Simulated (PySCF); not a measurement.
Structure with atom numbers: `[CH2:1]=[CH:2][CH2:3][C:4](=[O:5])[SiH2:6][CH2:7][Cl:8]`. Each H is labelled by its parent atom. Ha(C1) is cis to C3; Hb(C1) is trans to C3.

Computed data (PySCF 2.14.0 with density-fitted response routines): geometry: GFN2-xTB, NMR shieldings at PBE0/pcSseg-1/GIAO. No relativistic terms, no solvent model, one conformer, one averaged value for each set of equivalent atoms.

Scale: $^{13}$C (σref 186.93) and $^{1}$H (σref 31.72) and $^{29}$Si (σref 349.16) against TMS; $^{17}$O (σref 336.08) vs H2O; HCl for $^{35}$Cl (σref 949.78) (reference shieldings calculated alike).

| atoms | nucleus | count | Hirshfeld charge | δ (ppm) |
| --- | --- | --- | --- | --- |
| C7 | $^{13}$C | 1 | -0.12 | 28.3 |
| H(C3) | $^{1}$H | 2 | 0.05 | 3.41 |
| Hb(C1) | $^{1}$H | 1 | 0.05 | 5.75 |
| O5 | $^{17}$O | 1 | -0.22 | 839.3 |
| Si6 | $^{29}$Si | 1 | 0.32 | ? |
| C3 | $^{13}$C | 1 | -0.08 | 61.7 |
| C2 | $^{13}$C | 1 | -0.03 | ? |
| Ha(C1) | $^{1}$H | 1 | 0.05 | 5.73 |
| H(Si6) | $^{1}$H | 2 | -0.07 | ? |
| Cl8 | $^{35}$Cl | 1 | -0.08 | -2 |
| H(C7) | $^{1}$H | 2 | 0.05 | ? |
| H(C2) | $^{1}$H | 1 | 0.05 | 5.83 |
| C4 | $^{13}$C | 1 | 0.09 | 241.2 |
| C1 | $^{13}$C | 1 | -0.09 | 131.3 |

Problem. Fill in the missing shifts.

Solution. 
- C2: 138.7 ppm, alkene CH; the olefinic region
- H(Si6): 4.60 ppm, hydrogen on a silicon bonded to 2 C
- H(C7): 3.18 ppm, hydrogen on an sp3 CH2 bonded to Cl and Si; its carbon carries Cl, which withdraws density
- Si6: -68.2 ppm, silicon bonded to 2 C, 2 H

Carbons that carry Cl, above all several Cl atoms, come out too deshielded, partly because spin–orbit coupling is missing. Shifts are as computed. Against solution values, carbons near 30 ppm lie about +3 ppm off and those near 130 ppm about +5 ppm; carbons on Cl a further +6 ppm. Of 1211 compounds with measured shifts, 218 miss one by over three times the rms of a fit or turn the order of signals round; such compounds aren't used in these exercises. Unscaled 17O shifts of doubly bonded oxygen tend to come out too high, by tens of ppm or more. Experimental scales use liquid or dissolved standards, which lie at an offset from isolated H2O (liquid H2O: subtract about 36 ppm).
